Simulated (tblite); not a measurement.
Task: Give a GFN2-xTB geometry of `[C]1(C)CN[Si@@H](N1)F` [radical]. (Doublet state.)

Result: 
```
atom  x, y, z in Å
C1    -2.0164   -0.5866    0.1898
C2    -0.6544   -0.2150   -0.2745
C3    -0.1752    1.2004   -0.2449
N4     1.2722    1.1602   -0.2284
Si5    1.9271   -0.3760    0.1039
F6     3.0189   -0.8652   -0.9738
N7     0.3995   -1.1129   -0.1953
H8    -2.7522    0.1005   -0.2245
H9    -2.2681   -1.5973   -0.1285
H10   -2.1072   -0.5497    1.2851
H11   -0.5774    1.7283    0.6402
H12   -0.5172    1.7579   -1.1302
H13    1.7292    2.0505   -0.1498
H14    2.5633   -0.6069    1.3884
H15    0.1535   -2.0804   -0.0795
```

Any rigid rotation of these coordinates is as good. Atoms count from 1 in this order. The 5-membered ring C2–C3–N4–Si5–N7 has internal angles of 90.6° to 114.3° (sum 538°, against 540° for a flat polygon); it is puckered, 0.07 Å rms from its mean plane, widest ring torsion 15°. N7 (nitrogen bonded to C, Si and H) is almost planar (angles 127.5°, 116.3° and 114.0°, sum 357.9°, 0.11 Å off the plane of its three neighbours). Of the pairs four or more bonds apart, H9···H15 is among the closest relative to their van der Waals radii: 2.47 Å, 103 % of the sum of Bondi's values. Si5 (silicon bonded to F, 2 N and H) has angles from 90.6° to 119.0°.

Bonds between heavy atoms (Å): C1–C2 1.486, C2–C3 1.495, C3–N4 1.448, N4–Si5 1.703, Si5–F6 1.610, Si5–N7 1.722, C2–N7 1.387.

The geometry is computed with GFN2-xTB (gas phase). This method treats the open shell by occupation alone, without spin polarisation.

Point group: C1 (no symmetry element, even within 0.4 Å). Its GFN2-xTB frequencies are all real (lowest 87 cm⁻¹). Torsions: C1–C2–C3–N4 157°, C2–C3–N4–Si5 -13°, C3–N4–Si5–F6 128°, N4–Si5–N7–C2 -12°. 2 starts were optimised and ended at 0.00 and 0.29 kcal/mol (GFN2-xTB); the lowest of these is shown.

One conformer stands for the species.
